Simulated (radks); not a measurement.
Results of a calculation; reference values are marked as such.
Question: These are the eigenvalues of the occupied orbitals of an atom or ion with whole-number occupations (hartree). Code: a radial shooting solver on a logarithmic mesh with Libxc functionals. Model: Dirac Kohn-Sham, PBE, spin-unpolarised, spherical densities, point nucleus.

1s1/2: -1904.181
2s1/2: -315.7970
2p1/2: -300.0891
2p3/2: -272.6531
3s1/2: -70.35743
3p1/2: -63.53413
3p3/2: -57.87089
3d3/2: -46.12798
3d5/2: -44.89281
4s1/2: -14.24209
4p1/2: -11.56793
4p3/2: -10.30279
4d3/2: -5.90016
4d5/2: -5.67084
5s1/2: -1.99980
5p1/2: -1.26014
5p3/2: -1.08604
4f5/2: -0.46425
4f7/2: -0.43312
6s1/2: -0.20271
6p1/2: -0.08923
6p3/2: -0.07689

Which element is it, and in what charge state? The configuration may be excited. Open shells, if any, are shared by 2j + 1.

Answer: Z = 65, terbium, charge 0: Tb in [Xe] 4f8 6s2 6p1. The list shows which subshells hold electrons but not how many an open one holds; the 1s level, -1904.2 hartree, gives Z - s = 61.7 by -(Z - s)^2/2, which with screening and relativity narrows Z to a few neighbours, and the depths of the outer levels then fix element, charge and occupations together.
